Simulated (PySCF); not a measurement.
# From a computed spectrum to the compound

A species of 5 atoms with charge 0 has these harmonic modes (PBE, small Gaussian bases with core potentials, PySCF 2.14.0):

```csv
cm⁻¹,km/mol,symmetry
96,0.0,a
212,6.9,b
222,5.5,b
250,1.9,a
320,3.5,a
645,57.4,b
684,70.6,a
983,139.8,b
1014,40.9,a
```

(1) Which species is it, and in which structure?

## Answers

(1) ReO2F2 (doublet):
```xyz
5

Re    0.0620    0.0620    0.0000
O     1.4624    0.0017    0.9710
O     0.0017    1.4624   -0.9710
F    -1.5436   -0.2990    0.9215
F    -0.2990   -1.5436   -0.9215
```
Ideal gas at 298.15 K and 1 bar: S = 336.9 J/(mol K), Cp = 81.5 J/(mol K), H − H(0 K) = 17.9 kJ/mol (rigid rotor, harmonic modes, spin degeneracy alone). Open shells may have lower solutions than the one found.
 This is one of several that fit.
